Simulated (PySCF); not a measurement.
C5H6O2, SMILES O=C1[C@@H](C)OC=C1.

Coordinates come from a B3LYP-D3(BJ)/def2-SVP optimisation. The structure was generated by enumeration; whether it is a known compound was not checked. Other conformers were not sampled.

Two levels are set side by side: TDA-PBE/def2-SVPD (PySCF) and TDA-PBE0/def2-SVPD (PySCF). Vertical, same geometry. The lowest singlet is HOMO→LUMO 100 % with PBE and HOMO→LUMO 94 % with the other functional; states are paired by order. Differences are taken from unrounded values.

| quantity | TDA-PBE |
|---|---|
| lowest singlet excitation (eV) | 3.50 |
| lowest triplet excitation (TDA) (eV) | 3.12 |
| first bright state (f over 0.05) (eV) | 5.32 |
| its oscillator strength | 0.18 |

These are the TDA-PBE values. What does TDA-PBE0 give? (Estimate from the structure and the level; the computed values follow.)


| quantity | TDA-PBE0 | TDA-PBE minus TDA-PBE0 |
|---|---|---|
| lowest singlet excitation (eV) | 4.00 | -0.51 |
| lowest triplet excitation (TDA) (eV) | 3.46 | -0.34 |
| first bright state (f over 0.05) (eV) | 5.63 | -0.30 |
| its oscillator strength | 0.24 | -0.06 |

Functionals without exact exchange tend to place singlet excitations lower, as here. Differences between two approximate levels are no errors against the true value.

Rough cost on one machine, each run with all the roots and properties that it gave: TDA-PBE0 against TDA-PBE about 2 times.
